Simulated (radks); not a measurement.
Q: Excited configurations of neutral mercury: one electron is placed in a higher orbital outside [Xe] 4f14 5d10 6s1. The ground configuration is [Hg]. All-electron calculation, Dirac Kohn-Sham, PBE, spin-unpolarised, spherical densities, point nucleus; open shells fill j = l - 1/2 first. Program: a radial shooting solver on a logarithmic mesh with Libxc functionals. Excitation = E - E(ground); binding = E(ion) - E, where the ion is the core of charge +1; n* = 1/sqrt(2 binding) in atomic units, and the quantum defect is n - n*.

| outer orbital | excitation (eV) | binding (eV) | n* | quantum defect | eigenvalue (eV) | <r> (bohr) |
|---|---|---|---|---|---|---|
| 5f5/2 | 9.791 | 0.911 | 3.865 | 1.135 | -0.435 | 17.36 |
| 7s1/2 | 7.962 | 2.739 | 2.229 | 4.771 | -1.590 | 7.859 |
| 7p1/2 | 8.757 | 1.944 | 2.645 | 4.355 | -1.091 | 10.20 |
| 7d3/2 | 9.687 | 1.015 | 3.662 | 3.338 | -0.565 | 18.90 |
| 7f5/2 | 10.247 | 0.454 | 5.472 | 1.528 | -0.286 | 44.02 |

Estimate the row for 6f5/2.

A: excitation (eV) 10.073; binding (eV) 0.629; n* 4.651; quantum defect 1.349; eigenvalue (eV) -0.366; <r> (bohr) 29.37. The Delta-SCF ionisation energy is 10.701 eV (NIST Atomic Spectra Database: 10.438 eV, measured). Self-interaction in the functional shifts the binding energies and quantum defects, so they are the method's values and not measured ones. Spin polarisation and multiplet splitting are left out, so open shells lie too high by an amount that depends on their filling.

Beside tabulated values, note that spin-unpolarised runs miss the spin-polarisation part of the exchange energy of open shells.
